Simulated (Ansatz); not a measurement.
Spectroscopic constants of CaH, multiplicity 2 (the spin of the measured ground state). No spin–orbit coupling. Ca is treated without relativity.

D_e counts from the fitted minimum to each atom's lowest state at the same level, without counterpoise.

Correlated levels freeze the inner cores; with def2 sets outer-core shells near the valence are correlated too.

Run with Ansatz (Gaussian basis) for Hartree–Fock, density functionals and correlated methods. 

The comparison value is 1.767 eV (CCSD(T)/def2-QZVPP). It is a level with limits of its own, not the exact answer.

**Question.** Order these levels by how close they come to the comparison value for the bond energy D_e, closest first: B3LYP/def2-TZVPP, BHLYP/def2-TZVPP, B97M-V/def2-TZVPP, SVWN5/def2-TZVPP, PBE0/def2-TZVPP. Give each level's value less the comparison value.

**Answer.** BHLYP/def2-TZVPP (0.108 eV), PBE0/def2-TZVPP (0.139 eV), B3LYP/def2-TZVPP (0.186 eV), B97M-V/def2-TZVPP (0.385 eV), SVWN5/def2-TZVPP (0.394 eV)

Ansatz is an electronic-structure program.
